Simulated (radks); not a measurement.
Values are calculated unless marked as measured or tabulated.
Q: The mean radii <r> (bohr) of the occupied orbitals of an atom or ion are listed with their occupations. Level of theory: non-relativistic Kohn-Sham, LDA (Slater exchange, Perdew-Wang correlation), spin-polarised, spherical densities, point nucleus (a radial shooting solver on a logarithmic mesh with Libxc functionals).

orbital  occ.      <r>
1s          2  0.04134
2s          2   0.1825
2p          6   0.1570
3s          2   0.5230
3p          6   0.5243
3d         10   0.5240
4s          2    1.479
4p          6    1.720

Name the element and its charge. Open shells, if any, are filled with parallel spins first.

A: Z = 37, rubidium, charge +1: Rb+ in [Kr]. The 1s radius gives Z: for a bare nucleus <r> = 1.5/Z, 0.04054 bohr for Z = 37, and screening makes it slightly larger (0.04134 here). The occupations add up to 36, and the charge is Z minus that.
